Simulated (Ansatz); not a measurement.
`FC(F)C(F)(F)C(F)C(F)(F)F`. The species carries charge 0 and has multiplicity 1.

```csv
atom,x (Å),y (Å),z (Å)
F1,1.405,-1.637,0.555
C2,0.668,-1.434,-0.558
F3,1.291,-2.009,-1.596
C4,0.574,0.078,-0.821
F5,-0.260,0.261,-1.862
F6,1.792,0.525,-1.179
C7,0.133,0.926,0.379
F8,0.142,2.231,-0.006
C9,-1.256,0.618,0.940
F10,-2.218,0.777,0.042
F11,-1.507,1.422,1.967
F12,-1.302,-0.645,1.384
H13,-0.316,-1.890,-0.431
H14,0.855,0.777,1.186
```

Question: List the harmonic frequencies (cm⁻¹, unscaled) at PBE0-D4/def2-TZVP in Ansatz. (An estimate is asked.)

Answer: Computed: 31, 70, 100, 134, 175, 227, 248, 286, 298, 309, 342, 427, 449, 527, 560, 593, 619, 715, 810, 863, 920, 1078, 1145, 1149, 1184, 1207, 1210, 1254, 1286, 1316, 1373, 1381, 1404, 1435, 3107, 3127.

Question: Is this a minimum?

Answer: Yes, all 36 modes are real.

Question: Give the ideal-gas thermochemistry at 298.15 K and 1 bar (rigid rotor, harmonic oscillator; point group C1, symmetry number 1).

Answer: Zero-point energy 187.6 kJ/mol; H(298) − E = 218.6 kJ/mol; entropy 439.8 J/(mol·K), of which translation 175.1, rotation 128.1, vibration 136.6; G(298) − E = 87.5 kJ/mol. Modes under 100 cm⁻¹ are hindered rotations or soft bends, so the harmonic entropy is rough.

Question: And at 400, 500, 600, 800 and 1000 K?

Answer: 
```json
{"T (K)": "400", "H − E (kJ/mol)": "237.3", "S (J/mol/K)": "493.3", "G − E (kJ/mol)": "39.9"}
{"T (K)": "500", "H − E (kJ/mol)": "258.5", "S (J/mol/K)": "540.5", "G − E (kJ/mol)": "-11.8"}
{"T (K)": "600", "H − E (kJ/mol)": "281.9", "S (J/mol/K)": "583.2", "G − E (kJ/mol)": "-68.0"}
{"T (K)": "800", "H − E (kJ/mol)": "333.6", "S (J/mol/K)": "657.4", "G − E (kJ/mol)": "-192.3"}
{"T (K)": "1000", "H − E (kJ/mol)": "389.6", "S (J/mol/K)": "719.7", "G − E (kJ/mol)": "-330.2"}
```

Question: Rotational constants (cm⁻¹)?

Answer: 0.04733, 0.02382, 0.02069.
